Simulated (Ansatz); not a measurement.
Basis-set series for C$_{7}$H$_{12}$BN (`C[BH-](C)[n+]1ccccc1`). Total charge 0; spin multiplicity 1. The structure was optimised at the PBE0-D4/def2-TZVP level. It is one conformer, not always the lowest.

| functional | basis | functions | energy (Eh) | HOMO (eV) | LUMO (eV) |
| --- | --- | --- | --- | --- | --- |
| PBE0-D4 | def2-TZVPP | 447 | -353.29904 | -7.16 | -1.90 |
| PBE0-D4 | def2-QZVPP | 873 | -353.31819 | -7.18 | -1.92 |
| ωB97M-V | def2-TZVPP | 447 | -353.55008 | -9.43 | 0.13 |
| ωB97M-V | def2-QZVPP | 873 | -353.56814 | -9.44 | 0.08 |

**Question.** Give the rows for def2-SVP. (Estimate.)

**Answer.** Computed: 
```
functional     basis  functions  energy (Eh)  HOMO (eV)  LUMO (eV)
   PBE0-D4  def2-SVP        186   -352.92095      -7.03      -1.84
   ωB97M-V  def2-SVP        186   -353.15199      -9.29       0.24
```

Positive LUMOs are unbound and depend on the basis.
